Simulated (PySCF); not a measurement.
## Dipole response of Cl²⁺ (chlorine, charge +2)

[Ne] 3s2 3p3, high-spin 4S determinant. Calculation: PySCF 2.14, in aug-cc-pV(T+d)Z with one added diffuse shell each of s, p, d, f type (7s6p5d3f, 71 functions); no relativity, point nucleus. Coupled (time-dependent) response in atomic units; α is the mean over directions.

```json
{"method": "UHF", "mean α (bohr³)": "5.974", "C₆ (like pair)": "21.26", "S(−4)": "11.49"}
{"method": "PBE", "mean α (bohr³)": "5.877", "C₆ (like pair)": "20.95", "S(−4)": "10.17"}
{"method": "PBE0", "mean α (bohr³)": "5.865", "C₆ (like pair)": "20.87", "S(−4)": "10.25"}
{"method": "TPSS", "mean α (bohr³)": "5.905", "C₆ (like pair)": "21.19", "S(−4)": "10.45"}
{"method": "MN15", "mean α (bohr³)": "5.939", "C₆ (like pair)": "20.33", "S(−4)": "12.24"}
```

S(−4) is the Cauchy moment in α(ω) = α(0) + S(−4) ω² + …

α(iu) at TPSS:

| u (hartree) | α(iu) (bohr³) |
| --- | --- |
| 0 | 5.905 |
| 0.0500 | 5.879 |
| 0.100 | 5.802 |
| 0.200 | 5.523 |
| 0.300 | 5.124 |
| 0.500 | 4.199 |
| 0.750 | 3.143 |
| 1.00 | 2.348 |
| 1.50 | 1.393 |
| 2.00 | 0.9088 |
| 3.00 | 0.4788 |
| 5.00 | 0.2123 |

A single London oscillator, α(iu) = α/(1 + u²/ω²), gives C₆ = (3/4) ω α². Matching the computed C₆ needs ω = 4 × 21.19 / (3 × 5.905²) = 0.810 hartree.

For an ion, C₆ is the dispersion term alone; charge-induced terms of lower order in 1/R come first.
